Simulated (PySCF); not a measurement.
Computed IR spectrum (relative IR intensity) of a molecule C7H7O, multiplicity 2. Geometry optimised at B3LYP-D3(BJ)/def2-SVP. Other conformers were not sampled. Method: B3LYP-D3(BJ)/def2-SVP run with PySCF. Frequencies are harmonic and unscaled.

ν (cm⁻¹): 493 (w), 789 (w), 796 (vw), 820 (m), 1048 (vw), 1092 (m), 1101 (w), 1159 (w), 1285 (w), 1302 (vs), 1364 (m), 1464 (w), 1466 (vw), 1482 (m), 1497 (m), 1619 (s), 2994 (m), 3064 (m), 3141 (w), 3176 (vw), 3212 (vw) (against the strongest line: vs over 80 %, s over 45 %, m over 15 %, w over 4 %, vw less)

Question: Which molecule gave these data?
(A) [CH2]c1ccc(O)cc1
(B) [CH2]Oc1ccccc1
(C) COc1cc[c]cc1
(D) Cc1c[c]c(O)cc1

Answer: C, COc1cc[c]cc1
